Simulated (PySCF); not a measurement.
Se(OH)(OMe) (CH4O2Se), SMILES CO[Se]O.

The structure is a stationary point at B3LYP-D3(BJ)/def2-SVP. The structure was generated by enumeration, and PubChem lists no compound with its InChIKey, so it may never have been made. One conformer was computed; it need not be the lowest.

Two levels are set side by side: PBE/def2-TZVP (PySCF) and HF/def2-TZVP (PySCF). Same geometry, gas phase. Differences are taken from unrounded values.

```
quantity                        HF
---------------------------  -----
orbital gap (eV)             12.12
highest occupied level (eV)  -9.49
lowest empty level (eV)       2.62
dipole moment (D)             0.27
mean polarisability (bohr³)   43.9
```

Q: What does PBE give, and how far is it from HF? (Estimate from the structure and the level; the computed values follow.)

A: 
```
quantity                       PBE  PBE minus HF
---------------------------  -----  ------------
orbital gap (eV)              3.37         -8.74
highest occupied level (eV)  -5.26          4.23
lowest empty level (eV)      -1.89         -4.51
dipole moment (D)             0.50          0.23
mean polarisability (bohr³)   48.5           4.6
```

Without exact exchange PBE keeps part of each electron's self-repulsion, which lifts occupied levels and narrows the gap. Loosely held outer electrons make PBE densities more polarisable. Differences between two approximate levels are no errors against the true value.

Rough cost on one machine, each run with all the roots and properties that it gave: HF against PBE about 1/3.
